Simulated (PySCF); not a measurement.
Isomers of C6H14N2Si2. Theory: PySCF 2.14.0, PBE0-D3(BJ)/def2-SVP geometry optimisation, gas phase. Energies are electronic, without zero-point or thermal terms, for one conformer each. No frequencies were run at this level. Point groups hold within 0.08 Å.

Task: Rank from lowest to highest electronic energy at this level (kcal/mol).
A. `[N:1]#[C:2][SiH2:3][NH:4][SiH2:5][CH:6]1[CH2:7][CH2:8][CH2:9][CH2:10]1` with C2–Si3–N4–Si5 -86°, Si3–N4–Si5–C6 49°, N4–Si5–C6–C7 64°, Si5–C6–C7–C8 83°, C6–C7–C8–C9 28°, C7–C8–C9–C10 -5°, C8–C9–C10–C6 -20°
B. `[CH3:1][SiH2:2][NH:3][SiH2:4][C@@H:5]1[CH2:6][CH2:7][C@@H:8]1[C:9]#[N:10]` with C1–Si2–N3–Si4 -110°, Si2–N3–Si4–C5 99°, N3–Si4–C5–C6 165°, Si4–C5–C6–C7 -101°, C5–C6–C7–C8 -17°, C6–C7–C8–C9 139°, Si4–C5–C8–C7 98°
C. `[CH3:1][SiH2:2][NH:3][SiH2:4][C@@H:5]1[CH2:6][CH2:7][C@H:8]1[C:9]#[N:10]` with C1–Si2–N3–Si4 128°, Si2–N3–Si4–C5 -81°, N3–Si4–C5–C6 170°, Si4–C5–C6–C7 -140°, C5–C6–C7–C8 19°, C6–C7–C8–C9 -140°, Si4–C5–C8–C7 144°

Result: A (0.0), B (15.3), C (15.5).

As drawn, the highest has a four-membered ring, which the lowest lacks. Neighbours under 2.5 kcal/mol apart (C[SiH2]N[SiH2][C@@H]1CC[C@@H]1C#N and C[SiH2]N[SiH2][C@@H]1CC[C@H]1C#N) can change places with a better method, another conformer or zero-point energy. C[SiH2]N[SiH2][C@@H]1CC[C@@H]1C#N and C[SiH2]N[SiH2][C@@H]1CC[C@H]1C#N are stereoisomers, 0.2 kcal/mol apart in the conformers taken.

| SMILES | E (Eh) | E rel (kcal/mol) | dipole (D) | point group | A, B, C (MHz) |
| --- | --- | --- | --- | --- | --- |
| N#C[SiH2]N[SiH2]C1CCCC1 | -924.53009 | 0.0 | 2.96 | C1 | 1548, 590.1, 483.0 |
| C[SiH2]N[SiH2][C@@H]1CC[C@@H]1C#N | -924.50578 | 15.3 | 3.50 | C1 | 1574, 557.0, 484.0 |
| C[SiH2]N[SiH2][C@@H]1CC[C@H]1C#N | -924.50545 | 15.5 | 2.85 | C1 | 1304, 688.5, 487.2 |

Task: How do the relative energies change in single points at PBE0/pcSseg-1 (no added dispersion term) on the same geometries?

Result: 
```tsv
SMILES	PBE0-D3(BJ)/def2-SVP (kcal/mol)	PBE0/pcSseg-1 (kcal/mol)	shift
N#C[SiH2]N[SiH2]C1CCCC1	0.0	0.0	0.0
C[SiH2]N[SiH2][C@@H]1CC[C@@H]1C#N	15.3	15.2	-0.1
C[SiH2]N[SiH2][C@@H]1CC[C@H]1C#N	15.5	15.3	-0.2
```

Each column counts from its own lowest isomer. The order is unchanged; the largest shift is 0.2 kcal/mol.
